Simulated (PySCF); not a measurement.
How well do the runs reproduce experiment for BrCl?

**The experiment to reproduce.**

From NIST CCCBDB Release 22 (SRD 101), experimental dipoles, for the gas: dipole moment (microwave Stark effect, vibrational ground state) 0.519 ± 0.004 D.

Liu, Meijer, Perez-Rios, Phys. Chem. Chem. Phys. 22 (2020) 24191 lists, for the gas: dipole moment 0.519 D.

How close the calculation comes is told at the end.

BrCl.
SMILES with atom numbers: `[Cl:1][Br:2]`

Geometry (BHandHLYP/def2-TZVP, Å), atoms numbered from 1 in this order:
```
atom  x, y, z in Å
Cl1    1.0699   -0.0115    0.0072
Br2   -1.0676    0.0125   -0.0215
```

Runs made with PySCF (gas phase, on this BHandHLYP/def2-TZVP geometry; no spin–orbit coupling):

| level | job | basis functions | wall time |
| --- | --- | --- | --- |
| BHandHLYP/def2-TZVP, grid level 1 | geometry optimisation from a GFN2-xTB start | 85 | 2.1 s |

Hardware: Intel Xeon Platinum 8375C at 2.90 GHz, one thread, on a shared host.

## Comparison

**Dipole moment.** Measured: 0.519 D (NIST CCCBDB Release 22 (SRD 101), experimental dipoles) and 0.519 D (Liu, Meijer, Perez-Rios, Phys. Chem. Chem. Phys. 22 (2020) 24191). Differences are taken against the first.

```
              level  computed (D)  computed − measured (D)  % (from the printed values)
BHandHLYP/def2-TZVP         0.487                   -0.032                           -6
```

The computed dipoles belong to one fixed geometry; measured ones are averaged over vibrations unless marked μe. Magnitudes are compared, not signs.

The geometry is computed, not the measured one. Where a level misses, the cause wasn't examined.
